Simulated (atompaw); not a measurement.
## How hard is this krypton (Kr) PAW (atompaw) potential?

atompaw 4.2.0.5 input, output lines left out:

```
Kr 36
GGA-PBE scalarrelativistic loggrid 1500 logderivrange -8 5 326
4 4 3 0 0 0
0 0 0
c
c
c
v
c
c
v
v
2
1.20 1.10 0.90 0.70
y
-1.35
n
y
-0.56
n
y
-5.55
n
custom rrkj gramschmidtortho sinc
3 0.5 troulliermartins
1.20
1.20
1.20
1.20
0.95
0.95
```

The pseudo-atom Hamiltonian at the reference potential is diagonalised in spherical Bessel functions j_l(qr) that vanish at 20 bohr, with q² up to the cutoff. All-electron valence levels (Ry): 4s -1.6941, 4p -0.6797, 3d -5.9829.

Q: How do the lowest levels (Ry) of each channel move with the cutoff, and are there ghosts?

A:

```tsv
cutoff (Ry)	s #1	s #2	s #3	p #1	p #2	d #1	f #1	Σ f·Δε (mRy)
8	-2.9660	-0.2652	0.0278	-0.6981	0.0331	0.0729	0.1188	63212.4
15	-7.0900	-1.4235	-0.0196	-0.7330	0.0322	0.0677	0.1188	61367.6
25	-14.6017	-1.6850	-0.0314	-0.8162	0.0260	-0.3668	0.1188	56999.1
35	-17.7521	-1.6930	-0.0320	-6.9645	-0.6764	-1.6442	0.1188	43410.2
50	-19.7558	-1.6937	-0.0321	-10.7665	-0.6794	-4.1413	0.1188	18420.5
70	-20.8708	-1.6941	-0.0321	-12.1068	-0.6796	-5.5771	0.1188	4059.9
100	-21.4502	-1.6942	-0.0321	-12.6552	-0.6797	-5.9618	0.1188	212.1
140	-21.5474	-1.6942	-0.0321	-12.7738	-0.6797	-5.9808	0.1188	22.0
180	-21.5514	-1.6942	-0.0321	-12.7854	-0.6797	-5.9824	0.1188	6.2
260	-21.5522	-1.6942	-0.0321	-12.7859	-0.6797	-5.9828	0.1188	1.5
400	-21.5535	-1.6942	-0.0321	-12.7862	-0.6797	-5.9830	0.1188	0.0
```

Result: ghost states, extra bound levels that the all-electron valence spectrum of the same l lacks: s at -293.3 eV, p at -174.0 eV (a true bound ghost makes a file unfit for plane-wave use); 10 mRy is reached at 180 Ry and 1 mRy at 300 Ry.
